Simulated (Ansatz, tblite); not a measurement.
Removing and adding an electron: the cluster ZrSe₂ (the lowest singlet isomer of a short search). The state is a singlet with charge 0. Geometry: PBE-D4/def2-TZVP. Ansatz, gas phase; energy differences of separate SCF runs; the oxidised species was run as a doublet alone; the reduced species was run as a doublet alone.

```
atom    x (Å)    y (Å)    z (Å)
 Zr1   0.8745   0.2027   0.1912
 Se2   0.1178  -0.9786  -1.7043
 Se3  -0.9923   0.7759   1.5131
```

In the def2 sets Zr takes a core potential; there is no spin–orbit coupling. The xTB rows come from tblite. The structure comes from a short search, and lower isomers may exist.

```json
{"level": "GFN1-xTB", "−HOMO (eV)": "9.52", "vertical IE (eV)": "12.44", "−LUMO (eV)": "8.38", "vertical EA (eV)": "5.63", "HOMO–LUMO gap (eV)": "1.14", "IE − EA (eV)": "6.81"}
{"level": "GFN2-xTB", "−HOMO (eV)": "10.63", "vertical IE (eV)": "12.81", "−LUMO (eV)": "9.39", "vertical EA (eV)": "7.05", "HOMO–LUMO gap (eV)": "1.24", "IE − EA (eV)": "5.76"}
{"level": "PBE-D4/def2-TZVP", "−HOMO (eV)": "5.17", "vertical IE (eV)": "7.81", "−LUMO (eV)": "4.12", "vertical EA (eV)": "–", "HOMO–LUMO gap (eV)": "1.05", "IE − EA (eV)": "–"}
{"level": "PBE-D4/def2-TZVPD", "−HOMO (eV)": "5.20", "vertical IE (eV)": "–", "−LUMO (eV)": "4.14", "vertical EA (eV)": "2.12", "HOMO–LUMO gap (eV)": "1.06", "IE − EA (eV)": "–"}
{"level": "r2SCAN-D4/def2-TZVP", "−HOMO (eV)": "5.38", "vertical IE (eV)": "7.88", "−LUMO (eV)": "3.85", "vertical EA (eV)": "–", "HOMO–LUMO gap (eV)": "1.53", "IE − EA (eV)": "–"}
{"level": "r2SCAN-D4/def2-TZVPD", "−HOMO (eV)": "5.39", "vertical IE (eV)": "–", "−LUMO (eV)": "3.86", "vertical EA (eV)": "2.21", "HOMO–LUMO gap (eV)": "1.53", "IE − EA (eV)": "–"}
{"level": "PBE0-D4/def2-TZVP", "−HOMO (eV)": "6.12", "vertical IE (eV)": "7.91", "−LUMO (eV)": "3.37", "vertical EA (eV)": "–", "HOMO–LUMO gap (eV)": "2.76", "IE − EA (eV)": "–"}
{"level": "PBE0-D4/def2-TZVPD", "−HOMO (eV)": "6.14", "vertical IE (eV)": "–", "−LUMO (eV)": "3.38", "vertical EA (eV)": "2.23", "HOMO–LUMO gap (eV)": "2.77", "IE − EA (eV)": "–"}
```

Relaxing the oxidised species (PBE-D4/def2-TZVP) changes its energy by -0.20 eV at PBE-D4/def2-TZVP, so the adiabatic ionisation energy to this nearest minimum is 7.60 eV. At PBE0-D4/def2-TZVP it is 7.69 eV.     Raw xTB energy differences between charge states are shifted by several eV; the methods need an empirical correction for them.
